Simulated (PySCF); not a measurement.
Deuteron quadrupole couplings in `N[Si@H]([SiH3])C(=O)CC=O`

Compound: C3H9NO2Si2.
Numbering: `[NH2:1][Si@H:2]([SiH3:3])[C:4](=[O:5])[CH2:6][CH:7]=[O:8]` (hydrogens: H9, H10 on N1; H11 on Si2; H12, H13, H14 on Si3; H15, H16 on C6; H17 on C7)

Structure used (GFN2-xTB), in Å, numbered top down from 1:
```xyz
17
C3H9NO2Si2 angstrom
N      0.7495   -1.1166   -1.0670
Si     0.8101    0.5240   -0.5560
Si     2.5847    0.8108    0.8953
C     -0.8343    0.7695    0.4030
O     -1.1839    1.8558    0.7885
C     -1.7096   -0.4694    0.6811
C     -2.5430   -0.6308   -0.5419
O     -2.1795   -1.1802   -1.5515
H     -0.1031   -1.4607   -1.4944
H      1.5496   -1.5254   -1.5216
H      0.7009    1.5464   -1.6144
H      2.9011    2.2251    1.0933
H      2.3586    0.2340    2.2248
H      3.8002    0.1817    0.3671
H     -1.0462   -1.3216    0.8146
H     -2.3296   -0.2855    1.5570
H     -3.5326   -0.1450   -0.4878
```

Level: PBE0/pcSseg-1 (PySCF, non-relativistic); Q(2H) = 0.00286 b; rigid geometry, the same for H and D, with no vibrational averaging.

Task: Rank these positions by the coupling χzz of a deuteron there, largest first.
A. H17 (formyl hydrogen)
B. H13 (Si–H hydrogen)
C. H9 (N–H hydrogen)
D. H10 (N–H hydrogen)
E. H15 (methylene hydrogen)
F. H11 (Si–H hydrogen)

Result: D (289 kHz), C (258 kHz), E (203 kHz), A (184 kHz), B (109 kHz), F (102 kHz).

Task: Tabulate Vzz, the asymmetry η and χzz = 234.96 MHz × Q × Vzz for every hydrogen position.

Result: 
| atom | bonded to | bond length (Å) | Vzz (au) | η | χzz (kHz) |
| --- | --- | --- | --- | --- | --- |
| H9 | N1 | 1.014 | 0.3843 | 0.18 | 258 |
| H10 | N1 | 1.007 | 0.4303 | 0.16 | 289 |
| H11 | Si2 | 1.476 | 0.1519 | 0.01 | 102 |
| H12 | Si3 | 1.463 | 0.1649 | 0.00 | 111 |
| H13 | Si3 | 1.467 | 0.1624 | 0.01 | 109 |
| H14 | Si3 | 1.467 | 0.1625 | 0.01 | 109 |
| H15 | C6 | 1.088 | 0.3018 | 0.01 | 203 |
| H16 | C6 | 1.089 | 0.3052 | 0.03 | 205 |
| H17 | C7 | 1.104 | 0.2737 | 0.01 | 184 |

Task: Average by the element that carries the hydrogen.

Result: on N: 274 kHz over 2 positions, mean bond length 1.010 Å; on Si: 108 kHz over 4 positions, mean bond length 1.468 Å; on C: 197 kHz over 3 positions, mean bond length 1.094 Å.

Task: Give the 2H NMR doublet splittings at H9 for a magnetic field along the z, y and x axes of the gradient: 3χ/2, 3χ(1 + η)/4, 3χ(1 − η)/4.

Result: With |χ| = 258.2 kHz and η = 0.176: 387, 228 and 160 kHz, to first order and without motion.

Geometry: GFN2-xTB, one conformer, isolated molecule. GFN2-xTB frequencies show an imaginary mode (25i cm⁻¹), so this geometry is no minimum at that level. GFN2-xTB bond lengths can be off by several hundredths of an ångström, more for odd bonds, and the gradients follow them. With so small a basis the couplings can be 20 % off.
